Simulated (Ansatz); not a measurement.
**Nudged elastic band run: C$_{2}$H$_{7}$AlBrF**

Input:

```yaml
crystal:
  periodic: [false, false, false]
  atoms:
    - { symbol: Al, position_ang: [-0.064029, 0.439362, 0.13123] }
    - { symbol: C, position_ang: [1.86354, 0.176528, 0.345904] }
    - { symbol: C, position_ang: [-1.075443, 0.333727, -1.540189] }
    - { symbol: F, position_ang: [-0.891188, 1.024382, 1.464978] }
    - { symbol: H, position_ang: [-1.599769, -1.121235, 2.426511] }
    - { symbol: Br, position_ang: [-1.178749, -2.243198, 1.679576] }
    - { symbol: H, position_ang: [2.239496, -0.667473, -0.240338] }
    - { symbol: H, position_ang: [2.139643, 0.0104, 1.390656] }
    - { symbol: H, position_ang: [2.410921, 1.063527, 0.006139] }
    - { symbol: H, position_ang: [-2.145901, 0.200793, -1.361726] }
    - { symbol: H, position_ang: [-0.960579, 1.262033, -2.112087] }
    - { symbol: H, position_ang: [-0.737944, -0.478744, -2.190552] }
magnetization:
  spin_polarized: true
basis:
  gaussian: { orbitals: def2-SVP }
hamiltonian:
  xc: hf
neb:
  order_check: false
  images: 9
  f_tol: 0.03
  max_iterations: 60
  spring: 20.0
  final_atoms:
    - { symbol: Al, position_ang: [-1.47409066, 0.13397638, 0.45492518] }
    - { symbol: C, position_ang: [2.04941828, -0.26352155, 0.73265357] }
    - { symbol: C, position_ang: [-1.38983313, 0.35884205, -1.47056145] }
    - { symbol: F, position_ang: [-1.15244418, 1.39627909, 1.4701947] }
    - { symbol: H, position_ang: [1.56136098, -1.20584025, 0.98525348] }
    - { symbol: Br, position_ang: [-2.10170036, -1.78710547, 1.45734059] }
    - { symbol: H, position_ang: [3.06773019, -0.27993947, 1.12115684] }
    - { symbol: H, position_ang: [1.51412475, 0.5718283, 1.18707282] }
    - { symbol: H, position_ang: [2.08166516, -0.14205333, -0.35108454] }
    - { symbol: H, position_ang: [-2.39183277, 0.53329211, -1.87508662] }
    - { symbol: H, position_ang: [-0.7699034, 1.21516659, -1.74542489] }
    - { symbol: H, position_ang: [-0.99449686, -0.53082246, -1.96633768] }
  initial_path:
    images:
      - { positions_ang: [[-0.064029, 0.439362, 0.13123], [1.86354, 0.176528, 0.345904], [-1.075443, 0.333727, -1.540189], [-0.891188, 1.024382, 1.464978], [-1.599769, -1.121235, 2.426511], [-1.178749, -2.243198, 1.679576], [2.239496, -0.667473, -0.240338], [2.139643, 0.0104, 1.390656], [2.410921, 1.063527, 0.006139], [-2.145901, 0.200793, -1.361726], [-0.960579, 1.262033, -2.112087], [-0.737944, -0.478744, -2.190552]] }
      - { positions_ang: [[-0.16984425, 0.42780624, 0.17338729], [1.80778798, 0.09991474, 0.42789664], [-1.11023846, 0.34734765, -1.53420686], [-0.85023938, 1.12813613, 1.47274332], [-1.18938665, -1.09092104, 2.14523023], [-1.16298604, -2.22548398, 1.63268399], [2.26014921, -0.72923717, -0.06133016], [2.07398398, 0.0919706, 1.4360297], [2.24987425, 0.93117486, -0.02639478], [-2.18503139, 0.24168098, -1.3997078], [-0.95024083, 1.26132223, -2.10897834], [-0.77383042, -0.48360922, -2.15725124]] }
      - { positions_ang: [[-0.27565949, 0.41625047, 0.21554458], [1.75203596, 0.02330147, 0.50988928], [-1.14503392, 0.3609683, -1.52822471], [-0.80929076, 1.23189025, 1.48050864], [-0.7790043, -1.06060709, 1.86394946], [-1.14722308, -2.20776997, 1.58579198], [2.28080242, -0.79100135, 0.11767769], [2.00832495, 0.17354119, 1.4814034], [2.0888275, 0.79882273, -0.05892855], [-2.22416179, 0.28256896, -1.43768959], [-0.93990266, 1.26061145, -2.10586968], [-0.80971684, -0.48847443, -2.12395048]] }
      - { positions_ang: [[-0.38147474, 0.40469471, 0.25770187], [1.69628394, -0.05331179, 0.59188192], [-1.17982938, 0.37458895, -1.52224257], [-0.76834214, 1.33564438, 1.48827395], [-0.36862195, -1.03029313, 1.58266868], [-1.13146012, -2.19005595, 1.53889996], [2.30145563, -0.85276552, 0.29668553], [1.94266593, 0.25511179, 1.5267771], [1.92778075, 0.66647059, -0.09146233], [-2.26329218, 0.32345695, -1.47567139], [-0.92956448, 1.25990068, -2.10276101], [-0.84560326, -0.49333965, -2.09064972]] }
      - { positions_ang: [[-0.48728998, 0.39313894, 0.29985916], [1.64053192, -0.12992506, 0.67387457], [-1.21462484, 0.3882096, -1.51626042], [-0.72739352, 1.43939851, 1.49603927], [0.04176039, -0.99997918, 1.30138791], [-1.11569715, -2.17234193, 1.49200795], [2.32210884, -0.9145297, 0.47569337], [1.87700691, 0.33668239, 1.57215079], [1.766734, 0.53411846, -0.12399611], [-2.30242258, 0.36434493, -1.51365319], [-0.91922631, 1.2591899, -2.09965235], [-0.88148968, -0.49820486, -2.05734896]] }
      - { positions_ang: [[-0.59310523, 0.38158318, 0.34201645], [1.5847799, -0.20653832, 0.75586721], [-1.2494203, 0.40183026, -1.51027828], [-0.6864449, 1.54315263, 1.50380459], [0.45214274, -0.96966522, 1.02010714], [-1.09993419, -2.15462792, 1.44511594], [2.34276204, -0.97629387, 0.65470121], [1.81134789, 0.41825298, 1.61752449], [1.60568725, 0.40176632, -0.15652988], [-2.34155297, 0.40523291, -1.55163498], [-0.90888814, 1.25847913, -2.09654369], [-0.9173761, -0.50307008, -2.0240482]] }
      - { positions_ang: [[-0.76930231, 0.33206182, 0.3645982], [1.67770758, -0.21793497, 0.75122448], [-1.27750286, 0.39323261, -1.50233491], [-0.77964476, 1.51377792, 1.49708261], [0.67398639, -1.01690023, 1.01313641], [-1.30028743, -2.08112343, 1.44756087], [2.48775567, -0.83702299, 0.74799234], [1.75190326, 0.44896805, 1.53143416], [1.70088284, 0.29300239, -0.19544082], [-2.35160893, 0.43084475, -1.61632531], [-0.88109119, 1.24981662, -2.02631993], [-0.93280025, -0.50862055, -2.01250609]] }
      - { positions_ang: [[-0.9454994, 0.28254046, 0.38717994], [1.77063525, -0.22933161, 0.74658175], [-1.30558543, 0.38463497, -1.49439155], [-0.87284461, 1.48440322, 1.49036063], [0.89583004, -1.06413523, 1.00616568], [-1.50064066, -2.00761894, 1.4500058], [2.6327493, -0.69775211, 0.84128346], [1.69245863, 0.47968311, 1.44534383], [1.79607842, 0.18423846, -0.23435175], [-2.36166489, 0.45645659, -1.68101564], [-0.85329425, 1.24115411, -1.95609617], [-0.9482244, -0.51417103, -2.00096399]] }
      - { positions_ang: [[-1.12169649, 0.2330191, 0.40976169], [1.86356293, -0.24072826, 0.74193902], [-1.33366799, 0.37603733, -1.48644818], [-0.96604447, 1.45502851, 1.48363865], [1.11767369, -1.11137024, 0.99919495], [-1.70099389, -1.93411445, 1.45245073], [2.77774293, -0.55848123, 0.93457459], [1.633014, 0.51039818, 1.35925349], [1.891274, 0.07547453, -0.27326268], [-2.37172085, 0.48206843, -1.74570597], [-0.8254973, 1.2324916, -1.88587241], [-0.96364855, -0.51972151, -1.98942189]] }
      - { positions_ang: [[-1.29789358, 0.18349774, 0.43234343], [1.95649061, -0.2521249, 0.7372963], [-1.36175056, 0.36743969, -1.47850481], [-1.05924433, 1.4256538, 1.47691667], [1.33951734, -1.15860524, 0.99222422], [-1.90134713, -1.86060996, 1.45489566], [2.92273656, -0.41921035, 1.02786571], [1.57356938, 0.54111324, 1.27316316], [1.98646958, -0.0332894, -0.31217361], [-2.38177681, 0.50768027, -1.81039629], [-0.79770035, 1.2238291, -1.81564865], [-0.97907271, -0.52527199, -1.97787978]] }
      - { positions_ang: [[-1.47409066, 0.13397638, 0.45492518], [2.04941828, -0.26352155, 0.73265357], [-1.38983313, 0.35884205, -1.47056145], [-1.15244418, 1.39627909, 1.4701947], [1.56136098, -1.20584025, 0.98525348], [-2.10170036, -1.78710547, 1.45734059], [3.06773019, -0.27993947, 1.12115684], [1.51412475, 0.5718283, 1.18707282], [2.08166516, -0.14205333, -0.35108454], [-2.39183277, 0.53329211, -1.87508662], [-0.7699034, 1.21516659, -1.74542489], [-0.99449686, -0.53082246, -1.96633768]] }
```

Run as:

```bash
$ ansatz run input.yaml --threads 4 --pin off --max-ram 5120MiB --backend cpu --events-out ev --progress --plain --runs-dir out
```

Output, in part (warnings, iteration lines, the closing report on the highest movable image, with atoms numbered from 0):

```
NEB end point (image 0): max|allowed force component| = 2.837e-2 eV/Å (the criterion of neb.relax_end_points is 1.000e-2)
NEB end point (image 10): max|allowed force component| = 2.889e-2 eV/Å (the criterion of neb.relax_end_points is 1.000e-2)
NEB iter   1: max|band force component| = 7.274e0 eV/Å  barrier→ = 2.0215 eV  barrier← = 3.7748 eV  Δτ_max = 0.2000 Å  (441 SCF iters)
NEB iter   2: max|band force component| = 1.582e0 eV/Å  barrier→ = 1.1496 eV  barrier← = 2.9029 eV  Δτ_max = 0.2000 Å  (328 SCF iters)
NEB iter   3: max|band force component| = 2.957e0 eV/Å  barrier→ = 0.9099 eV  barrier← = 2.6632 eV  Δτ_max = 0.1013 Å  (331 SCF iters)
NEB iter   4: max|band force component| = 1.653e0 eV/Å  barrier→ = 0.7928 eV  barrier← = 2.5461 eV  CI = image 5  Δτ_max = 0.1997 Å  (346 SCF iters)
NEB iter   5: max|band force component| = 1.104e0 eV/Å  barrier→ = 1.0143 eV  barrier← = 2.7676 eV  CI = image 5  Δτ_max = 0.1914 Å  (342 SCF iters)
NEB iter   6: max|band force component| = 6.013e-1 eV/Å  barrier→ = 0.9932 eV  barrier← = 2.7465 eV  CI = image 5  Δτ_max = 0.1965 Å  (336 SCF iters)
NEB iter   7: max|band force component| = 2.173e-1 eV/Å  barrier→ = 0.9790 eV  barrier← = 2.7323 eV  CI = image 5  Δτ_max = 0.1940 Å  (349 SCF iters)
NEB iter   8: max|band force component| = 2.457e-1 eV/Å  barrier→ = 0.9731 eV  barrier← = 2.7264 eV  CI = image 5  Δτ_max = 0.0981 Å  (329 SCF iters)
NEB iter   9: max|band force component| = 2.274e-1 eV/Å  barrier→ = 0.9724 eV  barrier← = 2.7257 eV  CI = image 5  Δτ_max = 0.0998 Å  (358 SCF iters)
NEB iter  10: max|band force component| = 1.531e-1 eV/Å  barrier→ = 0.9719 eV  barrier← = 2.7252 eV  CI = image 5  Δτ_max = 0.0998 Å  (323 SCF iters)
NEB iter  11: max|band force component| = 1.908e-1 eV/Å  barrier→ = 0.9715 eV  barrier← = 2.7248 eV  CI = image 5  Δτ_max = 0.0504 Å  (316 SCF iters)
NEB iter  12: max|band force component| = 1.091e-1 eV/Å  barrier→ = 0.9711 eV  barrier← = 2.7244 eV  CI = image 5  Δτ_max = 0.0407 Å  (308 SCF iters)
NEB iter  13: max|band force component| = 6.175e-2 eV/Å  barrier→ = 0.9707 eV  barrier← = 2.7240 eV  CI = image 5  Δτ_max = 0.0486 Å  (318 SCF iters)
NEB iter  14: max|band force component| = 2.916e-2 eV/Å  barrier→ = 0.9702 eV  barrier← = 2.7235 eV  CI = image 5  Δτ_max = 0.0318 Å  (329 SCF iters)
NEB iter  15: max|band force component| = 5.168e-2 eV/Å  barrier→ = 0.9695 eV  barrier← = 2.7228 eV  CI = image 5  Δτ_max = 0.0500 Å  (39 SCF iters)
NEB iter  16: max|band force component| = 3.962e-2 eV/Å  barrier→ = 0.9688 eV  barrier← = 2.7221 eV  CI = image 5  Δτ_max = 0.0618 Å  (304 SCF iters)
NEB iter  17: max|band force component| = 3.083e-2 eV/Å  barrier→ = 0.9679 eV  barrier← = 2.7212 eV  CI = image 5  Δτ_max = 0.1000 Å  (309 SCF iters)
NEB iter  18: max|band force component| = 2.193e-1 eV/Å  barrier→ = 0.9668 eV  barrier← = 2.7201 eV  CI = image 5  Δτ_max = 0.0501 Å  (325 SCF iters)
NEB iter  19: max|band force component| = 5.714e-2 eV/Å  barrier→ = 0.9658 eV  barrier← = 2.7191 eV  CI = image 5  Δτ_max = 0.1000 Å  (327 SCF iters)
NEB iter  20: max|band force component| = 4.415e-1 eV/Å  barrier→ = 0.9646 eV  barrier← = 2.7179 eV  CI = image 5  Δτ_max = 0.0501 Å  (335 SCF iters)
NEB iter  21: max|band force component| = 1.328e-1 eV/Å  barrier→ = 0.9629 eV  barrier← = 2.7162 eV  CI = image 5  Δτ_max = 0.0849 Å  (339 SCF iters)
NEB iter  22: max|band force component| = 7.675e-2 eV/Å  barrier→ = 0.9621 eV  barrier← = 2.7154 eV  CI = image 5  Δτ_max = 0.0597 Å  (318 SCF iters)
NEB iter  23: max|band force component| = 4.552e-2 eV/Å  barrier→ = 0.9616 eV  barrier← = 2.7149 eV  CI = image 5  Δτ_max = 0.0478 Å  (300 SCF iters)
NEB iter  24: max|band force component| = 2.352e-2 eV/Å  barrier→ = 0.9611 eV  barrier← = 2.7144 eV  CI = image 5  Δτ_max = 0.0270 Å  (297 SCF iters)
NEB iter  25: max|band force component| = 6.683e-2 eV/Å  barrier→ = 0.9607 eV  barrier← = 2.7140 eV  CI = image 5  Δτ_max = 0.0683 Å  (36 SCF iters)
NEB iter  26: max|band force component| = 1.319e-2 eV/Å  barrier→ = 0.9603 eV  barrier← = 2.7136 eV  CI = image 5  Δτ_max = 0.0299 Å  (319 SCF iters)
NEB iter  27: max|band force component| = 8.118e-2 eV/Å  barrier→ = 0.9600 eV  barrier← = 2.7133 eV  CI = image 5  Δτ_max = 0.0996 Å  (39 SCF iters)
NEB iter  28: max|band force component| = 1.056e-1 eV/Å  barrier→ = 0.9598 eV  barrier← = 2.7131 eV  CI = image 5  Δτ_max = 0.0501 Å  (322 SCF iters)
NEB iter  29: max|band force component| = 1.289e-1 eV/Å  barrier→ = 0.9597 eV  barrier← = 2.7130 eV  CI = image 5  Δτ_max = 0.0250 Å  (305 SCF iters)
NEB iter  30: max|band force component| = 6.004e-2 eV/Å  barrier→ = 0.9597 eV  barrier← = 2.7130 eV  CI = image 5  Δτ_max = 0.0501 Å  (293 SCF iters)
NEB iter  31: max|band force component| = 5.154e-2 eV/Å  barrier→ = 0.9598 eV  barrier← = 2.7131 eV  CI = image 5  Δτ_max = 0.0500 Å  (302 SCF iters)
NEB iter  32: max|band force component| = 5.256e-2 eV/Å  barrier→ = 0.9597 eV  barrier← = 2.7130 eV  CI = image 5  Δτ_max = 0.0180 Å  (284 SCF iters)
NEB iter  33: max|band force component| = 8.676e-3 eV/Å  barrier→ = 0.9597 eV  barrier← = 2.7130 eV  CI = image 5  Δτ_max = 0.0000 Å  (620 SCF iters)
Total energy: -81446.95219758 eV, -2993.1202865339 hartree
Atom 0 at    -0.478850     0.408879     0.300457 Å, force    -0.000233     0.000321    -0.000157 eV/Å
Atom 1 at     1.488986    -0.082940     0.641245 Å, force    -0.000143     0.000049     0.000404 eV/Å
Atom 2 at    -1.169936     0.250271    -1.511643 Å, force     0.000057     0.000004     0.000030 eV/Å
Atom 3 at    -0.946095     1.645722     1.304401 Å, force     0.000118    -0.000118    -0.000017 eV/Å
Atom 4 at     0.364037    -1.029226     1.301354 Å, force    -0.000054    -0.000260    -0.000024 eV/Å
Atom 5 at    -1.006211    -1.769678     1.687320 Å, force    -0.000121    -0.000167     0.000130 eV/Å
Atom 6 at     1.908143    -0.569452    -0.242108 Å, force     0.000215     0.000067     0.000013 eV/Å
Atom 7 at     1.981558    -0.504882     1.521675 Å, force    -0.000069     0.000049    -0.000147 eV/Å
Atom 8 at     1.800966     0.970685     0.644824 Å, force     0.000213     0.000070    -0.000287 eV/Å
Atom 9 at    -2.260084     0.333829    -1.521724 Å, force     0.000031    -0.000021     0.000064 eV/Å
Atom 10 at    -0.778284     1.049467    -2.149135 Å, force    -0.000021     0.000015    -0.000017 eV/Å
Atom 11 at    -0.904233    -0.702573    -1.976566 Å, force     0.000006    -0.000009     0.000008 eV/Å
Dipole moment:     0.437317    -0.200475    -0.290410 e Å
```

It converged. The band force fell under the threshold earlier too, but the program's further tests of the path sent the band on. Beside the main top the profile has a ripple of under 15 meV (maxima at images 5, 8), which may be a very shallow well or noise. Neighbouring images differ by up to 2.5 eV, so the band resolves the path poorly. Another band between the same ends (9 images) ends at a top of the same energy, where a vibrational analysis finds 1 clearly imaginary mode. The orbitals stay closed-shell, which can raise the energy where a bond breaks towards radicals; this wasn't checked here.

Final band (atoms are numbered from 1 in the order of the input):

```
image  path coordinate (Å)  energy (eV)  Al1–C2 (Å)  H5–Br6 (Å)  Al1–Br6 (Å)
    0                 0.00         0.00        1.96        1.41         3.29
    1                 0.87         0.03        1.96        1.41         3.21
    2                 1.74         0.06        1.96        1.41         3.21
    3                 2.61         0.08        1.96        1.41         3.17
    4                 3.48         0.30        1.97        1.41         3.00
    5                 4.35         0.96        2.06        1.60         2.64
    6                 5.50        -1.52        2.71        2.59         2.29
    7                 6.65        -1.75        3.38        3.42         2.26
    8                 7.81        -1.74        3.67        3.62         2.26
    9                 8.96        -1.74        3.57        3.61         2.26
   10                10.11        -1.75        3.56        3.74         2.26
```

Run time: 14 min on 4 threads of Arm Neoverse N1 (shared host), peak memory 0.47 GiB.
